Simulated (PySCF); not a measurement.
Compound: trimethylsilane iodide, C₃H₉ISi.
Atom-mapped SMILES: `[CH3:1][Si:2]([CH3:3])([CH3:4])[I:5]` (hydrogens: H6, H7, H8 on C1; H9, H10, H11 on C3; H12, H13, H14 on C4)

Level of theory: PBE0-D3(BJ)/def2-SVP geometry optimisation, gas phase, def2 core potentials past Kr (PySCF 2.14.0).

(1) What internal coordinates does the optimisation give?

## Answers

(1) 
| bond | length (Å) |
| --- | --- |
| C1–Si2, Si2–C3, Si2–C4 | 1.872 |
| Si2–I5 | 2.483 |
| C1–H6 and 8 like bonds | 1.101 |

Bonds in one row agree within 0.01 Å and their mean is given. A selection of angles:
| angle | degrees |
| --- | --- |
| Si2–C1–H6 | 109.9 |
| Si2–C1–H7 | 110.9 |
| H6–C1–H7 | 108.4 |
| C1–Si2–C3 | 111.7 |
| C1–Si2–I5 | 107.2 |

Si2 (four-coordinate silicon) is tetrahedral (angles from 107.2° to 111.7°). All 3 C–Si bonds measure 1.872 Å.

Point group: C3v (tolerance 0.08 Å). Stationary, but not proved a minimum.
